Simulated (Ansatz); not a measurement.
Harmonic frequencies (cm⁻¹) at PBE0-D4/def2-TZVP from Ansatz: 26, 63, 70, 90, 91, 109, 180, 336, 372, 381, 447, 483, 1198, 2695, 2708.

Each molecule was computed in one conformer, which needn't be the lowest.

Problem. Which molecule is it?
A. `[AlH3-][SeH2+]`
B. `[OH2+][Ga-]([F])([F])[F]`
C. `[F][Al-]([F])([F])[SH2+]`
D. `[SH2+][In-]([Cl])([Cl])[Cl]`

Solution. D.
